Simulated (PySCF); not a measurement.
B5: fields on a plane

These are results of UPBE/[B def2-SVP], no relativity, density fitting, PySCF, not measurements.

The doublet minimum has B–B 1.591 Å (×4), B–B 1.672 Å (×2), B–B 1.743 Å, B–B 1.939 Å (×2); B–B–B 51.7° (×4), B–B–B 53.4°, B–B–B 55.5° (×4), B–B–B 56.8° (×4), B–B–B 63.3° (×2), B–B–B 66.4° (×2), B–B–B 72.9° (×4), B–B–B 92.0°, B–B–B 98.2° (×2).

The plane holds B1 at (0.00, 0.00), B2 at (1.94, 0.00), B3 at (1.15, 1.56) Å. Columns run from x = -1.95 to 4.35 Å, rows from y = 3.75 (top) to -1.95 Å, in steps of 0.3 Å. Other isomers or separated fragments may lie lower.

Q: Give the electron localisation function (set to 0 where the density is under 0.005 e/Å³). Every second row and column.

A: 
```
0.00 0.00 0.00 0.00 0.00 0.00 0.00 0.00 0.00 0.00 0.00
0.00 0.00 0.00 0.18 0.41 0.40 0.20 0.00 0.00 0.00 0.00
0.00 0.00 0.00 0.49 0.71 0.63 0.37 0.19 0.06 0.00 0.00
0.00 0.00 0.05 0.45 0.60 0.04 0.10 0.34 0.21 0.00 0.00
0.00 0.04 0.07 0.31 0.43 0.82 0.18 0.66 0.39 0.11 0.00
0.00 0.54 0.41 0.26 0.59 0.58 0.73 0.61 0.38 0.15 0.00
0.66 0.90 0.82 0.96 0.10 0.57 0.09 0.08 0.29 0.18 0.00
0.76 0.95 0.95 0.09 0.15 0.53 0.12 0.13 0.51 0.23 0.00
0.00 0.90 0.93 0.72 0.21 0.26 0.60 0.72 0.58 0.19 0.00
0.00 0.55 0.67 0.40 0.06 0.05 0.36 0.49 0.29 0.00 0.00
```

Q: Give the highest occupied orbital (Å^-3/2) at -5.24 eV (cut at ±0.3; overall sign arbitrary). Lower edges of the bins (Å^-3/2): '0' -0.300, '1' -0.240, '2' -0.180, '3' -0.120, '4' -0.060, '5' 0.000, '6' 0.060, '7' 0.120, '8' 0.180, '9' 0.240; top 0.30.

A: 
```
5555555555555555554444
5555555555555555544444
5555555566655555444444
5555556666665554444444
5555556777765544444444
4555566789975444444444
4445566899964333444444
4444556899811123344444
4444456789400012344444
4433345676300012344444
4332224666310002344444
3321003676420002344444
3210003986652024455555
3210000766778986655555
3210000145789998665555
3321000135689998765555
4322101235678887665555
4333222344566776655555
4433333344556666555555
4444444444555555555555
```
